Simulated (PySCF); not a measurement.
Se(Cl)(GeH3) (ClGeH3Se), SMILES Cl[Se][GeH3].

Geometry: B3LYP-D3(BJ)/def2-SVP. The structure was generated by enumeration, and PubChem lists no compound with its InChIKey, so it may never have been made.

Method: HF/def2-TZVPD run with PySCF.

Symmetry labels are those of the subgroup Cs that the program uses (full group Cs).

List the valence orbital energies around the gap with their symmetry. (The exact figures need the calculation; the answer reports its results.)


```tsv
orbital	symmetry	energy (eV)
HOMO−7	A'	-19.84
HOMO−6	A'	-14.23
HOMO−5	A"	-13.92
HOMO−4	A'	-13.75
HOMO−3	A'	-13.11
HOMO−2	A"	-13.07
HOMO−1	A'	-11.11
HOMO	A"	-9.67
LUMO	A'	0.71
LUMO+1	A'	1.44
LUMO+2	A'	1.81
LUMO+3	A"	1.93
```
